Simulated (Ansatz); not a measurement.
**Which is lower?**

The two ends of one reaction step of Si2H5ClO, closed shell (PBE0-D4/def2-TZVP).

A:

| atom | x (Å) | y (Å) | z (Å) |
| --- | --- | --- | --- |
| Si1 | -0.8864 | -0.8695 | -0.4736 |
| Cl2 | 0.6001 | 2.1666 | -1.4573 |
| O3 | -1.1455 | -0.0933 | -1.7731 |
| H4 | -0.2709 | 1.1611 | -1.7523 |
| H5 | -1.6265 | -2.1439 | -0.2511 |
| Si6 | 0.6235 | -0.1385 | 1.1783 |
| H7 | 0.1574 | 1.1677 | 1.6938 |
| H8 | 1.9771 | -0.0825 | 0.5834 |
| H9 | 0.5712 | -1.1679 | 2.2519 |

B:

```
atom    x (Å)    y (Å)    z (Å)
 Si1  -0.1574  -0.3816  -0.9061
 Cl2   1.1897   0.5868  -2.1388
  O3  -1.6828   0.1480  -1.1912
  H4  -1.8795   1.0724  -1.0299
  H5  -0.1653  -1.8094  -1.2927
 Si6   0.5593   0.0227   1.2869
  H7   0.4587   1.4819   1.5634
  H8   1.9717  -0.4103   1.4484
  H9  -0.2945  -0.7107   2.2599
```

Computed with Ansatz 0.2.0 (basis: def2-TZVPP); correlated methods freeze the cores. B3LYP uses VWN-RPA correlation.

Q: Which structure is lower at CCSD(T), and by how much? (To be estimated.)

A: The calculation gives: B, by 58.82 kcal/mol (electronic energy, against the other). By their contacts, A is a complex of Si₂H₄O ([O][SiH][SiH3]) + HCl and B is Si₂H₅ClO ([OH][SiH]([SiH3])[Cl]).

All methods give the same order:

```
      method  E(B) − E(A) (kcal/mol)
       SPW92                  -54.81
      PBE-D4                  -53.61
     BLYP-D4                  -50.25
   r2SCAN-D4                  -58.39
      B97M-V                  -59.42
     PBE0-D4                  -60.10
    B3LYP-D4                  -56.03
  r2SCAN0-D4                  -62.76
    BHLYP-D4                  -62.80
CAM-B3LYP-D4                  -58.61
     wB97X-V                  -61.09
     wB97M-V                  -60.02
      B2PLYP                  -57.07
    PBE-QIDH                  -62.55
  RPA on PBE                  -56.09
          HF                  -69.60
         MP2                  -58.35
        CCSD                  -61.18
     CCSD(T)                  -58.82
```

No T1 diagnostic of these runs exceeds 0.018.

Labels in which every atom is bracketed show which atoms are joined, not bond orders.

For scale, one of the runs: CCSD(T)/def2-TZVPP, 227 basis functions, launched by `ansatz run in.yaml --threads 4 --pin off --events-out ev --progress --plain --max-ram 9574MiB`. Time: 85 s of wall clock on 4 CPU threads of an Intel Xeon; the host was shared. Peak host memory: 3.4 GiB.
